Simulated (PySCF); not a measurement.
O2Si, SMILES [Si](=O)=O. Geometry optimised at ωB97X-D3(BJ)/def2-TZVP.

Calculation: ωB97X-D3(BJ)/def2-TZVP in PySCF.

Harmonic wavenumbers (cm⁻¹): 310, 310, 1028, 1481. Rotational constants (GHz): 6.973 (linear); symmetry number 2.

Q: Work out the zero-point energy and the ideal-gas rigid-rotor harmonic-oscillator thermochemistry at 298.15 K and 1 atm.

A: ZPE = ½ Σ hcν = ½ × 3129 cm⁻¹ = 4.47 kcal/mol. H − E(el) = 7.08 kcal/mol. Entropy in cal/(mol K): translation 38.20, rotation 14.11, vibration 2.82, total 55.13. G − E(el) = -9.35 kcal/mol. Cp = 10.69 cal/(mol K).
